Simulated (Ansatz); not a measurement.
`C[S][Zn][Br]` + H–F → `[F][Zn][Br]` + CH₃SH at 400 K and 1 bar (ligand exchange at a Zn–S bond).

Isolated molecules relaxed with PBE0-D4/def2-TZVP in Ansatz; ΔE leaves out vibrations. CBS: MP2 limit from def2 TZ/QZ plus the TZ coupled-cluster correction, frozen cores. This one scheme is used for every species. For Br, Zn outer-core shells are correlated without core-valence functions, which leaves a few kJ/mol of doubt a bond. Scalar relativity is left out up to krypton. Each species was taken in one conformer, which may not be the lowest.

| species | CCSD(T)/CBS energy (Eh) | H − E (kJ/mol) | S (J/(mol·K)) |
| --- | --- | --- | --- |
| `C[S][Zn][Br]` | -4789.42259 | 133.9 | 387.8 |
| H–F | -100.39570 | 36.5 | 182.2 |
| `[F][Zn][Br]` | -4451.58211 | 26.9 | 299.1 |
| CH₃SH | -438.22835 | 138.7 | 269.4 |

H − E and S are ideal-gas, rigid-rotor, harmonic terms from PBE0-D4/def2-TZVP, for one conformer and one mirror image of each species. 1 Eh = 2625.50 kJ/mol, R = 8.31446 J/(mol·K).

Task: By hand: ΔE, ΔH, ΔS and ΔG.

Result: ΔE = (-4451.58211) + (-438.22835) − (-4789.42259) − (-100.39570) = 0.00783 Eh = 20.6 kJ/mol. Δ(H − E) = 26.9 + 138.7 − 133.9 − 36.5 = -4.8, so ΔH = 15.8 kJ/mol. ΔS = 299.1 + 269.4 − 387.8 − 182.2 = -1.5 J/(mol·K). ΔG = 15.8 − 400 × (-1.5)/1000 = 16.4 kJ/mol.

Task: By hand: the equilibrium constant, and the temperature at which ΔG would vanish if ΔH and ΔS stayed fixed.

Result: log₁₀ K = −ΔG/(RT ln 10) = -2.1. ΔH and −TΔS have one sign here, so there is no such temperature.

The number of gas molecules stays the same, so ΔS is small and ΔH decides. A doubt of 5 kJ/mol in ΔE shifts log₁₀ K by 0.7 here. Other conformers and mirror images would add mixing entropy, several J/(mol·K) or more a flexible species. These are equilibria of isolated gas molecules and say nothing of rates. Largest T1 diagnostic: 0.014 (customary marks: 0.02 for closed shells, 0.045 for open ones).

ΔS is within the doubt of such terms, so its sign, and with it that verdict, could turn.
